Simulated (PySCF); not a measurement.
Assignment exercise: C6H7P

Geometry:
```json
{"atom": "P1", "x (Å)": "2.595", "y (Å)": "-0.216", "z (Å)": "0.660"}
{"atom": "C2", "x (Å)": "0.817", "y (Å)": "-0.076", "z (Å)": "0.253"}
{"atom": "C3", "x (Å)": "0.068", "y (Å)": "-1.213", "z (Å)": "-0.030"}
{"atom": "C4", "x (Å)": "-1.288", "y (Å)": "-1.110", "z (Å)": "-0.276"}
{"atom": "C5", "x (Å)": "-1.912", "y (Å)": "0.126", "z (Å)": "-0.228"}
{"atom": "C6", "x (Å)": "-1.175", "y (Å)": "1.260", "z (Å)": "0.070"}
{"atom": "C7", "x (Å)": "0.182", "y (Å)": "1.160", "z (Å)": "0.316"}
{"atom": "H8", "x (Å)": "2.993", "y (Å)": "0.882", "z (Å)": "-0.099"}
{"atom": "H9", "x (Å)": "2.898", "y (Å)": "-1.112", "z (Å)": "-0.364"}
{"atom": "H10", "x (Å)": "0.555", "y (Å)": "-2.179", "z (Å)": "-0.063"}
{"atom": "H11", "x (Å)": "-1.861", "y (Å)": "-1.997", "z (Å)": "-0.505"}
{"atom": "H12", "x (Å)": "-2.972", "y (Å)": "0.205", "z (Å)": "-0.421"}
{"atom": "H13", "x (Å)": "-1.658", "y (Å)": "2.225", "z (Å)": "0.110"}
{"atom": "H14", "x (Å)": "0.758", "y (Å)": "2.044", "z (Å)": "0.555"}
```

- GIAO PBE0/pcSseg-1 shieldings
- structure optimised with GFN2-xTB
- code: PySCF 2.14.0 with density-fitted response routines
- one conformer, one averaged value for each set of equivalent atoms, no solvent model, non-relativistic Hamiltonian

δ = σ(ref) − σ, references computed at the same level: 13C, 1H against TMS.

(1) Assign these signals to the numbered atoms. 13C{1H} NMR (computed): δ 138.7 (C), 136.5 (CH), 133.8 (CH), 131.9 (CH).

(2) Assign these signals to the numbered atoms. 1H NMR (300 MHz, computed): δ 7.64 (m, 2H), 7.53 (m, 2H), 7.42 (m, 1H), 4.02 (m, 2H).

Results:

(1) 
| δ (ppm) | atoms | environment | reason |
| --- | --- | --- | --- |
| 138.7 | C2 | substituted aromatic carbon | – |
| 136.5 | C3/C7 | aromatic CH | the aromatic region |
| 133.8 | C4/C6 | aromatic CH | – |
| 131.9 | C5 | aromatic CH | – |

C4/C6 and C5 lie closer than the usual error of such a calculation, so a measured spectrum could show them in the other order.

(2) 
7.64 → H10/H14, hydrogen on an aromatic CH: the ring current deshields protons in the ring plane
7.53 → H11/H13, hydrogen on an aromatic CH
7.42 → H12, hydrogen on an aromatic CH
4.02 → H8/H9, hydrogen on a phosphorus bonded to C

H10/H14 and H11/H13; H11/H13 and H12 lie closer than the usual error of such a calculation, so a measured spectrum could show them in the other order.

Splittings by 31P in the carbon and heteronuclear signals aren't shown, as no couplings were computed. Shifts are as computed. Against solution values, carbons near 30 ppm lie about +3 ppm off and those near 130 ppm about +5 ppm. Of 1211 compounds with measured shifts, 218 miss one by over three times the rms of a fit or turn the order of signals round; such compounds aren't used in these exercises. Multiplicities follow the n + 1 count of equivalent neighbours, as no J values were calculated; m marks all less simple cases, F and P coupling included.
